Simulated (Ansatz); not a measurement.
Molecular dynamics of AlBrCl$_{2}$FH

The input (input.yaml):

```yaml
crystal:
  periodic: [false, false, false]
  atoms:
    - { symbol: Al, position_ang: [0.016782, -0.287867, -0.035617] }
    - { symbol: F, position_ang: [0.017151, 0.038758, 1.746418] }
    - { symbol: Cl, position_ang: [1.843659, 0.217001, -0.956078] }
    - { symbol: Cl, position_ang: [-1.842022, 0.138098, -0.931915] }
    - { symbol: Br, position_ang: [0.079896, -2.624639, 0.955865] }
    - { symbol: H, position_ang: [0.050232, -1.238749, 1.870228] }
basis:
  gaussian: { orbitals: def2-SVP }
hamiltonian:
  xc: blyp
md:
  timestep: 0.5
  n_steps: 200
  ensemble: nve
  temperature: 100.0
  initial_velocities: maxwell_boltzmann
  seed: 7797
```

Command:

```bash
$ ansatz run input.yaml --threads 2 --pin off --max-ram 3072MiB --backend cpu --events-out ev --progress --plain --runs-dir out
```

It starts at the highest image of a converged band, a first-order saddle point between two minima.

Output, in part (one step line in 4, the closing report, with atoms numbered from 0):

```
md step     0: t =     0.00 fs  T =   100.0 K  F+E_penalty+E_count = -104407.25917081 eV  E_kin = 0.051704 eV  conserved = -104407.20746681 eV  (25 SCF iters)
md step     4: t =     2.00 fs  T =    98.1 K  F+E_penalty+E_count = -104407.25816117 eV  E_kin = 0.050697 eV  conserved = -104407.20746428 eV  (22 SCF iters)
md step     8: t =     4.00 fs  T =    93.6 K  F+E_penalty+E_count = -104407.25586980 eV  E_kin = 0.048411 eV  conserved = -104407.20745865 eV  (19 SCF iters)
md step    12: t =     6.00 fs  T =    89.4 K  F+E_penalty+E_count = -104407.25366012 eV  E_kin = 0.046206 eV  conserved = -104407.20745426 eV  (23 SCF iters)
md step    16: t =     8.00 fs  T =    87.3 K  F+E_penalty+E_count = -104407.25260697 eV  E_kin = 0.045153 eV  conserved = -104407.20745385 eV  (23 SCF iters)
md step    20: t =    10.00 fs  T =    87.8 K  F+E_penalty+E_count = -104407.25285367 eV  E_kin = 0.045398 eV  conserved = -104407.20745534 eV  (30 SCF iters)
md step    24: t =    12.00 fs  T =    90.0 K  F+E_penalty+E_count = -104407.25401268 eV  E_kin = 0.046558 eV  conserved = -104407.20745514 eV  (28 SCF iters)
md step    28: t =    14.00 fs  T =    94.1 K  F+E_penalty+E_count = -104407.25609154 eV  E_kin = 0.048640 eV  conserved = -104407.20745181 eV  (28 SCF iters)
md step    32: t =    16.00 fs  T =   101.2 K  F+E_penalty+E_count = -104407.25978841 eV  E_kin = 0.052339 eV  conserved = -104407.20744987 eV  (28 SCF iters)
md step    36: t =    18.00 fs  T =   112.3 K  F+E_penalty+E_count = -104407.26553306 eV  E_kin = 0.058076 eV  conserved = -104407.20745718 eV  (27 SCF iters)
md step    40: t =    20.00 fs  T =   124.4 K  F+E_penalty+E_count = -104407.27179571 eV  E_kin = 0.064320 eV  conserved = -104407.20747616 eV  (27 SCF iters)
md step    44: t =    22.00 fs  T =   130.7 K  F+E_penalty+E_count = -104407.27506072 eV  E_kin = 0.067576 eV  conserved = -104407.20748505 eV  (28 SCF iters)
md step    48: t =    24.00 fs  T =   132.3 K  F+E_penalty+E_count = -104407.27583613 eV  E_kin = 0.068392 eV  conserved = -104407.20744462 eV  (28 SCF iters)
md step    52: t =    26.00 fs  T =   147.5 K  F+E_penalty+E_count = -104407.28371794 eV  E_kin = 0.076280 eV  conserved = -104407.20743842 eV  (28 SCF iters)
md step    56: t =    28.00 fs  T =   177.2 K  F+E_penalty+E_count = -104407.29913776 eV  E_kin = 0.091627 eV  conserved = -104407.20751100 eV  (28 SCF iters)
md step    60: t =    30.00 fs  T =   193.5 K  F+E_penalty+E_count = -104407.30753049 eV  E_kin = 0.100026 eV  conserved = -104407.20750463 eV  (27 SCF iters)
md step    64: t =    32.00 fs  T =   197.9 K  F+E_penalty+E_count = -104407.30975900 eV  E_kin = 0.102319 eV  conserved = -104407.20743965 eV  (27 SCF iters)
md step    68: t =    34.00 fs  T =   216.5 K  F+E_penalty+E_count = -104407.31940255 eV  E_kin = 0.111955 eV  conserved = -104407.20744740 eV  (28 SCF iters)
md step    72: t =    36.00 fs  T =   244.6 K  F+E_penalty+E_count = -104407.33399903 eV  E_kin = 0.126451 eV  conserved = -104407.20754792 eV  (28 SCF iters)
md step    76: t =    38.00 fs  T =   246.0 K  F+E_penalty+E_count = -104407.33471669 eV  E_kin = 0.127208 eV  conserved = -104407.20750822 eV  (27 SCF iters)
md step    80: t =    40.00 fs  T =   242.9 K  F+E_penalty+E_count = -104407.33300078 eV  E_kin = 0.125590 eV  conserved = -104407.20741069 eV  (26 SCF iters)
md step    84: t =    42.00 fs  T =   265.1 K  F+E_penalty+E_count = -104407.34463289 eV  E_kin = 0.137058 eV  conserved = -104407.20757484 eV  (27 SCF iters)
md step    88: t =    44.00 fs  T =   258.6 K  F+E_penalty+E_count = -104407.34122735 eV  E_kin = 0.133722 eV  conserved = -104407.20750579 eV  (29 SCF iters)
md step    92: t =    46.00 fs  T =   244.3 K  F+E_penalty+E_count = -104407.33370304 eV  E_kin = 0.126297 eV  conserved = -104407.20740568 eV  (29 SCF iters)
md step    96: t =    48.00 fs  T =   258.6 K  F+E_penalty+E_count = -104407.34123567 eV  E_kin = 0.133686 eV  conserved = -104407.20755011 eV  (28 SCF iters)
md step   100: t =    50.00 fs  T =   249.3 K  F+E_penalty+E_count = -104407.33643629 eV  E_kin = 0.128879 eV  conserved = -104407.20755762 eV  (29 SCF iters)
md step   104: t =    52.00 fs  T =   227.9 K  F+E_penalty+E_count = -104407.32522543 eV  E_kin = 0.117843 eV  conserved = -104407.20738208 eV  (27 SCF iters)
md step   108: t =    54.00 fs  T =   240.6 K  F+E_penalty+E_count = -104407.33207413 eV  E_kin = 0.124416 eV  conserved = -104407.20765845 eV  (29 SCF iters)
md step   112: t =    56.00 fs  T =   207.6 K  F+E_penalty+E_count = -104407.31476491 eV  E_kin = 0.107333 eV  conserved = -104407.20743198 eV  (28 SCF iters)
md step   116: t =    58.00 fs  T =   197.0 K  F+E_penalty+E_count = -104407.30931879 eV  E_kin = 0.101863 eV  conserved = -104407.20745625 eV  (29 SCF iters)
md step   120: t =    60.00 fs  T =   198.1 K  F+E_penalty+E_count = -104407.31009582 eV  E_kin = 0.102417 eV  conserved = -104407.20767849 eV  (27 SCF iters)
md step   124: t =    62.00 fs  T =   158.8 K  F+E_penalty+E_count = -104407.28941476 eV  E_kin = 0.082101 eV  conserved = -104407.20731368 eV  (28 SCF iters)
md step   128: t =    64.00 fs  T =   172.0 K  F+E_penalty+E_count = -104407.29661838 eV  E_kin = 0.088919 eV  conserved = -104407.20769908 eV  (28 SCF iters)
md step   132: t =    66.00 fs  T =   140.4 K  F+E_penalty+E_count = -104407.28001557 eV  E_kin = 0.072602 eV  conserved = -104407.20741372 eV  (28 SCF iters)
md step   136: t =    68.00 fs  T =   138.5 K  F+E_penalty+E_count = -104407.27906798 eV  E_kin = 0.071589 eV  conserved = -104407.20747871 eV  (29 SCF iters)
md step   140: t =    70.00 fs  T =   144.8 K  F+E_penalty+E_count = -104407.28253805 eV  E_kin = 0.074870 eV  conserved = -104407.20766773 eV  (27 SCF iters)
md step   144: t =    72.00 fs  T =   121.9 K  F+E_penalty+E_count = -104407.27036296 eV  E_kin = 0.063036 eV  conserved = -104407.20732722 eV  (19 SCF iters)
md step   148: t =    74.00 fs  T =   149.6 K  F+E_penalty+E_count = -104407.28505457 eV  E_kin = 0.077332 eV  conserved = -104407.20772304 eV  (28 SCF iters)
md step   152: t =    76.00 fs  T =   125.7 K  F+E_penalty+E_count = -104407.27235125 eV  E_kin = 0.065002 eV  conserved = -104407.20734964 eV  (22 SCF iters)
md step   156: t =    78.00 fs  T =   150.1 K  F+E_penalty+E_count = -104407.28522152 eV  E_kin = 0.077618 eV  conserved = -104407.20760384 eV  (29 SCF iters)
md step   160: t =    80.00 fs  T =   148.2 K  F+E_penalty+E_count = -104407.28417368 eV  E_kin = 0.076639 eV  conserved = -104407.20753503 eV  (29 SCF iters)
md step   164: t =    82.00 fs  T =   149.4 K  F+E_penalty+E_count = -104407.28472374 eV  E_kin = 0.077248 eV  conserved = -104407.20747561 eV  (29 SCF iters)
md step   168: t =    84.00 fs  T =   167.2 K  F+E_penalty+E_count = -104407.29407351 eV  E_kin = 0.086425 eV  conserved = -104407.20764867 eV  (29 SCF iters)
md step   172: t =    86.00 fs  T =   146.2 K  F+E_penalty+E_count = -104407.28294429 eV  E_kin = 0.075601 eV  conserved = -104407.20734345 eV  (19 SCF iters)
md step   176: t =    88.00 fs  T =   174.9 K  F+E_penalty+E_count = -104407.29811871 eV  E_kin = 0.090418 eV  conserved = -104407.20770082 eV  (26 SCF iters)
md step   180: t =    90.00 fs  T =   153.4 K  F+E_penalty+E_count = -104407.28669322 eV  E_kin = 0.079306 eV  conserved = -104407.20738752 eV  (28 SCF iters)
md step   184: t =    92.00 fs  T =   167.9 K  F+E_penalty+E_count = -104407.29440507 eV  E_kin = 0.086793 eV  conserved = -104407.20761237 eV  (29 SCF iters)
md step   188: t =    94.00 fs  T =   166.3 K  F+E_penalty+E_count = -104407.29351304 eV  E_kin = 0.085972 eV  conserved = -104407.20754055 eV  (29 SCF iters)
md step   192: t =    96.00 fs  T =   154.5 K  F+E_penalty+E_count = -104407.28725337 eV  E_kin = 0.079875 eV  conserved = -104407.20737878 eV  (22 SCF iters)
md step   196: t =    98.00 fs  T =   182.3 K  F+E_penalty+E_count = -104407.30196097 eV  E_kin = 0.094245 eV  conserved = -104407.20771615 eV  (26 SCF iters)
md step   200: t =   100.00 fs  T =   159.3 K  F+E_penalty+E_count = -104407.28969481 eV  E_kin = 0.082371 eV  conserved = -104407.20732396 eV  (26 SCF iters)
Total energy: -104407.29002437 eV, -3836.8971385925 hartree
Atom 0 at     0.018444    -0.513180    -0.091484 Å, force    -0.328959    -0.225704     0.345403 eV/Å
Atom 1 at    -0.047116     0.394172     1.783172 Å, force     0.039314     0.587393    -0.715232 eV/Å
Atom 2 at     1.819022     0.164597    -0.862311 Å, force     0.616276     0.300406    -0.304648 eV/Å
Atom 3 at    -1.827005     0.139608    -0.839872 Å, force    -0.285649     0.090974    -0.177992 eV/Å
Atom 4 at     0.099953    -2.620794     0.878747 Å, force    -0.063061     0.203709     0.158727 eV/Å
Atom 5 at    -0.034574    -0.421319     2.251390 Å, force     0.022079    -0.956777     0.693742 eV/Å
Dipole moment:     0.002765     0.029834     0.547219 e Å
```

All steps were run. The conserved energy stayed within 0.046 meV per atom of its start (net change 0.024 meV per atom), so the integration is sound. The kinetic energy rose, since the run started high on the potential surface and went downhill. A run of 0.1 ps of so small a system gives no equilibrium averages. The orbitals stay closed-shell, which can raise the energy where a bond breaks towards radicals; this wasn't checked here.

Between its relaxed ends the band would form F2–H6 and break Br5–H6. These pairs go: F2–H6 1.28 → 0.94 Å, Br5–H6 1.66 → 2.60 Å. In the last frame they stand as after the step (other bonds may differ from the relaxed reactants and products). It ends as one piece, AlBrCl2FH. Pairs count as bonded within 1.25 times the sum of covalent radii (0.12 Å more for H–H).

Last frame:

```xyz
6
Properties=species:S:1:pos:R:3
Al 0.018 -0.513 -0.091
F -0.047 0.394 1.783
Cl 1.819 0.165 -0.862
Cl -1.827 0.140 -0.840
Br 0.100 -2.621 0.879
H -0.035 -0.421 2.251
```

Run time: 7 min on 2 threads of Arm Neoverse V1 (shared host), peak memory 0.15 GiB.
